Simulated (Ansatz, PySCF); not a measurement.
isocyanic acid (CHNO), SMILES N=C=O. Atoms are numbered in the order given.

```xyz
4

N     -0.1866    -1.1664     0.0000
C      0.0094     0.0259     0.0000
O      0.0575     1.1856     0.0000
H      0.5271    -1.8729     0.0000
```
Charge 0, spin multiplicity 1.

The structure is a stationary point at PBE0-D3(BJ)/def2-TZVP.

Two levels are set side by side: PBE-D3(BJ)/def2-TZVP (Ansatz, a first-principles code) and PBE0-D3(BJ)/def2-TZVP (Ansatz). Each level has its own optimised geometry; the coordinates shown are those of the second. Frequencies come from the Hessian of PySCF at each geometry. Differences are taken from unrounded values.

```json
[
 {"quantity": "mean bond length (Å)", "PBE0-D3(BJ)": "1.124"},
 {"quantity": "bond N1–C2 (Å)", "PBE0-D3(BJ)": "1.208"},
 {"quantity": "bond C2–O3 (Å)", "PBE0-D3(BJ)": "1.161"},
 {"quantity": "bond N1–H4 (Å)", "PBE0-D3(BJ)": "1.004"},
 {"quantity": "highest harmonic wavenumber (cm⁻¹)", "PBE0-D3(BJ)": "3713"},
 {"quantity": "mean harmonic wavenumber (cm⁻¹)", "PBE0-D3(BJ)": "1575"},
 {"quantity": "zero-point energy (kcal/mol)", "PBE0-D3(BJ)": "13.51"}
]
```

Problem. What does PBE-D3(BJ) give, and how far is it from PBE0-D3(BJ)? (Estimate from the structure and the level; the computed values follow.)

Solution. 
| quantity | PBE-D3(BJ) | PBE-D3(BJ) minus PBE0-D3(BJ) |
|---|---|---|
| mean bond length (Å) | 1.136 | 0.012 |
| bond N1–C2 (Å) | 1.220 | 0.012 |
| bond C2–O3 (Å) | 1.175 | 0.015 |
| bond N1–H4 (Å) | 1.013 | 0.009 |
| highest harmonic wavenumber (cm⁻¹) | 3595 | -118 |
| mean harmonic wavenumber (cm⁻¹) | 1521 | -54 |
| zero-point energy (kcal/mol) | 13.05 | -0.46 |

GGA bonds tend to be longer and softer than those of functionals with exact exchange. Differences between two approximate levels are no errors against the true value.
